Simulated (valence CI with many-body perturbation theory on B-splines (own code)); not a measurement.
Values are calculated unless marked as measured or tabulated.
# As²⁶⁺: magnetic and hyperfine properties of the levels

Level of theory: relativistic CI+MBPT: five valence electrons over a frozen Dirac-Fock core [He], a basis of 11 s, 11 p, 10 d, 8 f, 5 g, 2 h functions for each j, with the one-electron correlation potential Σ1, the two-electron term Σ2, the three-electron term Σ3, Breit, model QED; selected CI, second order for the rest, scaled by the run's own slope (own B-spline code, finite nucleus).

No measured spectrum was set against this ion. As an estimate, large intervals hold to a few tenths of a per cent, small ones and those within an open d or f shell to about a per cent. Among the levels kept, up to 5300 cm⁻¹ of a level comes from second order outside the variational space, and about a tenth of that is noise between levels of different J, which matters for small intervals.

A/g_I is the dipole constant over the nuclear g factor μ/I (μ in nuclear magnetons, uniformly magnetised nucleus), B/Q the quadrupole constant per barn. Both hold the static response of the core; the bare values leave it out. Large factors of s and p1/2 electrons are usually good to 5 to 10 %; those of open d and f shells near neutrality can be off by tens of per cent, and small factors of p3/2, d and f electrons come from cancelling terms and can be off by a factor of two or in sign, in half-filled shells by more. B is blank for J = 1/2, where it vanishes, and for nearly pure S terms. Energies count from the lowest level.

Levels are named by their leading jj configuration (3d3/2^4 stands for four electrons in 3d with j = 3/2), which in mixed levels can hold well under half, so a name can repeat and another be missing. Letters in brackets count levels of one name in rising energy.

```csv
Level,E (eV),g,A/g_I (MHz),A/g_I bare,B/Q (MHz/b),B/Q bare
(2s^2 2p1/2^2 2p3/2) J=3/2,0.0,1.643,37400,42300,57000,57200
(2s^2 2p1/2 2p3/2^2) J=3/2,32.7,1.239,23900,26100,69800,70000
(2s^2 2p1/2 2p3/2^2) J=5/2,43.4,1.194,115000,116000,-727,-729
(2s^2 2p1/2 2p3/2^2) J=1/2,58.0,0.657,334000,331000,,
(2s^2 2p3/2^3) J=3/2,87.6,1.236,64800,66800,-128000,-128000
(2s 2p1/2^2 2p3/2^2) J=5/2,142.7,1.560,256000,255000,85700,86000
(2s 2p1/2 2p3/2^3) J=3/2 [a],166.1,1.623,117000,120000,-85900,-86200
(2s 2p1/2^2 2p3/2^2) J=1/2,168.8,2.512,704000,697000,,
(2s 2p1/2 2p3/2^3) J=3/2 [b],198.9,0.999,1990,4530,-111000,-111000
(2s 2p1/2 2p3/2^3) J=5/2,208.4,1.229,315000,311000,-197000,-198000
(2s 2p1/2 2p3/2^3) J=1/2,227.0,1.570,285000,282000,,
(2s 2p1/2 2p3/2^3) J=3/2 [c],236.3,1.228,24100,29500,62000,62200
(2s 2p3/2^4) J=1/2,272.0,1.236,759000,739000,,
(2p1/2^2 2p3/2^3) J=3/2,360.0,1.328,54900,59500,-109000,-110000
(2p1/2 2p3/2^4) J=1/2,398.9,0.657,335000,329000,,
(2s^2 2p1/2^2 3s) J=1/2,1544.9,2.151,276000,273000,,
(2s^2 2p1/2 2p3/2 3s) J=3/2 [a],1575.1,1.692,79700,81500,75800,76100
(2s^2 2p1/2^2 3p1/2) J=1/2,1579.0,0.680,91200,90300,,
(2s^2 2p1/2 2p3/2 3s) J=1/2,1579.5,1.193,-94300,-88100,,
(2s^2 2p1/2 2p3/2 3s) J=5/2,1584.1,1.425,155000,155000,27300,27500
(2s^2 2p1/2 2p3/2 3s) J=3/2 [b],1587.9,1.068,104000,107000,25000,25100
(2s^2 2p1/2^2 3p3/2) J=3/2,1593.8,1.345,17200,18200,26200,26200
(2s^2 2p1/2 2p3/2 3p1/2) J=1/2,1609.0,1.581,-38600,-33000,,
(2s^2 2p1/2 2p3/2 3p1/2) J=3/2 [a],1613.0,1.173,79900,81600,-2480,-2480
(2s^2 2p1/2 2p3/2 3p1/2) J=5/2,1619.1,1.204,106000,108000,25500,25600
(2s^2 2p1/2 2p3/2 3p3/2) J=5/2 [a],1621.6,1.422,11300,13700,115000,115000
(2s^2 2p3/2^2 3s) J=5/2,1622.9,1.364,115000,116000,85500,85800
(2s^2 2p1/2 2p3/2 3p3/2) J=1/2 [a],1623.5,1.951,-80000,-75000,,
(2s^2 2p3/2^2 3s) J=3/2,1626.0,1.088,24500,27800,35100,35300
(2s^2 2p1/2 2p3/2 3p3/2) J=3/2 [a],1626.3,1.247,79700,80400,-53700,-53800
(2s^2 2p1/2 2p3/2 3p3/2) J=7/2,1630.4,1.309,76200,77800,51400,51600
(2s^2 2p1/2 2p3/2 3p1/2) J=3/2 [b],1630.9,1.634,93400,96600,37600,37800
(2s^2 2p1/2^2 3d3/2) J=3/2,1631.6,0.746,12500,12100,1880,1970
(2s^2 2p1/2 2p3/2 3p3/2) J=3/2 [b],1635.5,1.228,35300,37600,43100,43200
(2s^2 2p1/2^2 3d5/2) J=5/2,1638.5,1.195,2850,3000,-1060,-953
(2s^2 2p1/2 2p3/2 3p3/2) J=5/2 [b],1639.6,1.182,97000,97800,17200,17200
(2s^2 2p3/2^2 3s) J=1/2,1645.6,1.980,288000,283000,,
(2s^2 2p1/2 2p3/2 3p3/2) J=1/2 [b],1646.2,0.778,301000,299000,,
(2s 2p1/2^2 2p3/2 3s) J=5/2,1657.6,1.913,271000,272000,19000,19100
(2s^2 2p1/2 2p3/2 3d3/2) J=3/2 [a],1662.6,0.965,20200,21200,-55100,-55200
```

Task: Take the isotope of mass number 75, with I = 3/2, μ = 1.4383 μN, leaving out the quadrupole term. What is the hyperfine structure of (2s^2 2p1/2^2 2p3/2) J=3/2?

Result: From the table A = 35800 MHz. Shifts from the centre of gravity in MHz: F = 0: -134000, F = 1: -98400, F = 2: -26800, F = 3: 80600.
